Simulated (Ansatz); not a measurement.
Breaking the Ga1–I4 bond in GaH2I (SMILES [GaH2][I]) (multiplicity 1 held, fragments rigid). Energies count from the point at 2.512 Å.
Geometry at that point (charge 0, multiplicity 1):
```
atom    x (Å)    y (Å)    z (Å)
----  -------  -------  -------
Ga    -0.8210  -1.2760   0.2151
H     -0.2706  -2.2651   1.2873
H     -2.0992  -1.4179  -0.6664
I      0.5249   0.8158  -0.1375
```

R- and RO- levels are restricted; in cc, def2 and unpolarised 6-31G sets they are followed outwards from rest. Active spaces are followed from a long bond inwards. Levels need not reach the same state.

Correlated levels freeze the cores. Filled d and f shells under p-block atoms count as core.

Codes used: Ansatz (an electronic-structure program) with Gaussian orbitals.  In def2 rows elements past Kr take small-core potentials, without spin–orbit coupling.

Q: Predict the energy at R = 8.039 Å from FIC-MRCISD+Q on CASSCF(6,4)/def2-SVP.

A: 79.5 kcal/mol

Q: Predict the energy at R = 8.039 Å from R-HF/def2-SVP.

A: 131.0 kcal/mol

Q: Give the energy at R = 8.039 Å at the level SC-NEVPT2 on CASSCF(6,4)/def2-SVP.

A: 81.7 kcal/mol

Doubts at one or more of the structures used: a restricted determinant that unrestricted orbitals would lower (R-HF/def2-SVP); active orbitals that take no part (SC-NEVPT2 on CASSCF(6,4)/def2-SVP, FIC-MRCISD+Q on CASSCF(6,4)/def2-SVP).
